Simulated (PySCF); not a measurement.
Excitation energy of Sc⁺ by level of theory

Sc⁺ [Ar] 3d1 4s1 (3D) → Sc⁺ [Ar] 4s1 4p1 (3P), as a difference of total energies. Computed with PySCF 2.14 in aug-cc-pVDZ, with the non-relativistic Hamiltonian (point nucleus). Correlated levels: valence: [Ar] frozen. The calculations carry no spin-orbit coupling.

| method | excitation energy (cm⁻¹) |
| --- | --- |
| UHF | 37015 |
| LDA | 46195 |
| PBE | 45825 |
| PBE0 | 44543 |
| r2SCAN | 45876 |
| TPSSh | 45383 |
| revPBE | 45528 |
| PW91 | 46284 |
| MP2 (valence) | 36992 |
| SCS-MP2 (valence) | 37007 |

A first-order spin-orbit estimate (lowest level to lowest level, LS coupling) adds -0.005 eV.
